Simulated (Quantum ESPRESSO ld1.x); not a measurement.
Values are calculated unless marked as measured or tabulated.
The run below uses ld1.x (Quantum ESPRESSO 7.5).

```
 &input
    atom='Be',
    iswitch=1,
    rel=0,
    lsd=1,
    dft='SLA-NOC',
    config='[He]',
    verbosity='high',
    prefix='ld1',
    max_out_wfc=37,
    file_charge='ld1.rho',
 /
```

Output:

```
     Program LD1 v.7.5 starts

     --------------------------- All-electron run ----------------------------

     atomic number is  4.00
     dft =SLA-NOC   lsd =1 sic =0 latt =0  beta=0.20 tr2=1.0E-14
     Exchange-correlation= SLA-NOC
                           (   1   0   0   0   0   0   0)
     mesh =1625 r(mesh) = 100.05356 a.u. xmin = -7.00 dx = 0.00800
     1 Ry =  13.60569312 eV

     n l     nl                  e(Ry)          e(Ha)          e(eV)
     1 0     1S 1( 1.00)      -9.455125897      -4.727562949   -128.6435414
     1 0     1S 2( 1.00)      -9.455125897      -4.727562949   -128.6435414

     final scf error:  1.3E-15 reached in   9 iterations

     Etot =     -26.588599 Ry,     -13.294299 Ha,    -361.756314 eV
     Total magnetization:    0.00 Bohr mag.

     Ekin =      26.588599 Ry,      13.294299 Ha,     361.756313 eV
     Encl =     -58.286178 Ry,     -29.143089 Ha,    -793.023849 eV
     Eh   =       8.963030 Ry,       4.481515 Ha,     121.948235 eV
     Exc  =      -3.854049 Ry,      -1.927025 Ha,     -52.437013 eV

     normalization and overlap integrals

     s(1S/1S) =  1.000000  <r> =   0.4219  <r2> =    0.2419  r(max) =   0.2687
     s(1S/1S) =  1.000000  <r> =   0.4219  <r2> =    0.2419  r(max) =   0.2687

     ------------------------ End of All-electron run ------------------------
```

Run on one thread of a shared host, so times are rough (Intel(R) Xeon(R) Processor @ 2.60GHz): 0.53 s of CPU time, 0.57 s wall, 9 iterations on 1625 mesh points.
